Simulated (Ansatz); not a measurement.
Reaction (formal exchange of groups at the Si–O bond): `[F][Mg][O][SiH3]` + acetonitrile → `N#C[SiH3]` + `C[O][Mg][F]`

Gas-phase electronic energies from Ansatz, PBE0-D4/def2-TZVP geometries. CCSD(T)/CBS is the MP2 limit (def2-TZVPP, def2-QZVPP) plus CCSD(T) − MP2 in def2-TZVPP, frozen cores. This one scheme is used for every species. Functionals use def2-TZVPP. B3LYP here is the variant with VWN-RPA as its local correlation; programs differ in this. For Mg outer-core shells are correlated without core-valence functions, which leaves a few kJ/mol of doubt a bond. One conformer a species, not always the lowest.

```
          level  ΔE (kJ/mol)  difference from CCSD(T)/CBS
      r2SCAN-D4        178.1                          0.8
        PBE0-D4        173.9                         -3.4
       B3LYP-D4        172.5                         -4.8
   CAM-B3LYP-D4        175.4                         -1.9
         B2PLYP        175.6                         -1.7
            PBE        166.7                        -10.6
         revPBE        164.2                        -13.1
           BLYP        165.6                        -11.7
           PBE0        173.7                         -3.6
          BHLYP        179.4                          2.1
      CAM-B3LYP        175.3                         -2.0
        LC-ωPBE        176.4                         -0.9
  CCSD/def2-SVP        160.3                        -17.0
CCSD/def2-TZVPP        176.9                         -0.4
  HF/def2-QZVPP        184.4                          7.1
 MP2/def2-QZVPP        183.0                          5.7
    CCSD(T)/CBS        177.3                            0
```

Largest T1 diagnostic among the species: 0.013.

From r2SCAN to r2SCAN0 (25 % exact exchange), in def2-TZVPP and without D4, ΔE moves by +3.9 kJ/mol. At CCSD(T), def2-SVP lies −18.8 kJ/mol from the extrapolated value and def2-TZVPP −2.1 kJ/mol. Leaving LDA and LC-ωPBE aside and taking each functional with its dispersion term where it has one, the values, not all of them listed here, spread over 19.4 kJ/mol, from revPBE-D4 to B97M-V. LDA lies +6.5 kJ/mol from PBE without D4.
